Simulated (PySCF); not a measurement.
## Substituent effects on chemical shifts

Parent skeleton `[NH2:1][SiH2:2][NH2:3]`; one hydrogen on atom 2 is replaced by X. Hydrogens on one atom are averaged.

PySCF 2.14 calculation with shieldings: GIAO PBE0/pcSseg-1 and PBE0-D3(BJ)/def2-SVP geometry; equivalent nuclei averaged, gas phase, one conformer, relativity neglected.

References, each an isolated molecule treated in the same way: NH3 for $^{15}$N; TMS for $^{29}$Si, $^{1}$H.

Parent (X = H): N1/N3 20.2, Si2 -41.1, H(Si2) 4.88 ppm. Effects are Δδ = δ(X) − δ(H), positive for deshielding.

Question: Order these by the shift of Si2, most shielded first.
A. X = SH
B. X = F
C. X = PH2
D. X = N=CH2
E. X = CH=NH

Answer: E (-3.1 ppm), D (+3.8 ppm), B (+7.1 ppm), A (+19.7 ppm), C (+24.8 ppm).

Question: Order these by the shift of N1/N3, most shielded first.
A. X = F
B. X = SH
C. X = N=CH2
D. X = CH3

Answer: C (-1.3 ppm), D (+2.8 ppm), A (+9.2 ppm), B (+12.9 ppm).

Question: Order these by the shift of H(Si2), most shielded first.
A. X = CH=NH
B. X = N=CH2
C. X = PH2
D. X = CH3

Answer: A (-0.17 ppm), D (+0.07 ppm), B (+0.36 ppm), C (+0.48 ppm).

Experimental scales use liquid or dissolved standards, which lie at an offset from isolated NH3 (liquid NH3: subtract about 20 ppm). Unscaled 15N shifts of sp2 nitrogen come out 20 to 40 ppm too high even then.
